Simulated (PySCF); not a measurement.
Geometry (Å), atoms numbered from 1 in this order:
```xyz
20

C     2.1487    1.2543    0.2763
Si    2.5456   -0.5180   -0.1651
O     1.1558   -1.4335   -0.2223
Si   -0.4216   -1.5300    0.2434
C    -1.6058   -1.0576   -1.1455
C    -1.8110    0.4721   -1.0621
Si   -1.7562    0.9171    0.7801
O    -0.7763   -0.3248    1.3546
H     3.0665    1.8613    0.3230
H     1.4800    1.7086   -0.4718
H     1.6489    1.3010    1.2558
H     3.1903   -0.5966   -1.5101
H     3.4744   -1.1086    0.8450
H    -0.6386   -2.8677    0.8493
H    -1.2555   -1.3817   -2.1384
H    -2.5609   -1.5817   -0.9628
H    -2.7299    0.8046   -1.5706
H    -0.9746    0.9943   -1.5587
H    -3.0961    0.8552    1.4379
H    -1.1347    2.2424    1.0676
```

Geometry: PBE0-D3(BJ)/def2-SVP; GIAO absolute shieldings from PySCF 2.14, gas phase, non-relativistic, averaged over equivalent atoms.

At PBE0/pcSseg-1 (217 basis functions, 82 s wall time on 1 thread of an Arm Neoverse N1, shared host):
```json
{"atoms": "C5", "σ (ppm)": "173.3"}
{"atoms": "C6", "σ (ppm)": "178.2"}
{"atoms": "C1", "σ (ppm)": "183.7"}
{"atoms": "Si7", "σ (ppm)": "353.8"}
{"atoms": "Si4", "σ (ppm)": "360.1"}
{"atoms": "Si2", "σ (ppm)": "367.1"}
{"atoms": "O8", "σ (ppm)": "256.9"}
{"atoms": "O3", "σ (ppm)": "265.8"}
{"atoms": "H13", "σ (ppm)": "26.12"}
{"atoms": "H20", "σ (ppm)": "26.16"}
{"atoms": "H14", "σ (ppm)": "26.20"}
{"atoms": "H12", "σ (ppm)": "26.25"}
{"atoms": "H19", "σ (ppm)": "26.40"}
{"atoms": "H15", "σ (ppm)": "30.20"}
{"atoms": "H18", "σ (ppm)": "30.35"}
{"atoms": "H17", "σ (ppm)": "30.35"}
{"atoms": "H9/H10/H11", "σ (ppm)": "30.85"}
{"atoms": "H16", "σ (ppm)": "30.92"}
```

Question: Estimate the result of repeating the calculation with CAM-B3LYP/pcSseg-1.

Answer: 
| atoms | σ at CAM-B3LYP/pcSseg-1 | change |
| --- | --- | --- |
| C5 | 171.6 | -1.7 |
| C6 | 176.7 | -1.5 |
| C1 | 181.7 | -2.0 |
| Si7 | 347.9 | -5.9 |
| Si4 | 354.2 | -5.9 |
| Si2 | 361.9 | -5.2 |
| O8 | 260.9 | +4.0 |
| O3 | 267.3 | +1.5 |
| H13 | 26.31 | +0.19 |
| H20 | 26.35 | +0.19 |
| H14 | 26.40 | +0.20 |
| H12 | 26.44 | +0.19 |
| H19 | 26.58 | +0.18 |
| H15 | 30.32 | +0.12 |
| H18 | 30.48 | +0.13 |
| H17 | 30.48 | +0.13 |
| H9/H10/H11 | 30.93 | +0.08 |
| H16 | 31.03 | +0.11 |

The largest change is at Si4 (silicon bonded to C, 2 O, H, in a 5-membered ring). Cost: 217 basis functions, 110 s wall time on 1 thread of an Arm Neoverse N1, shared host. The order of the carbon signals is the same at both levels.
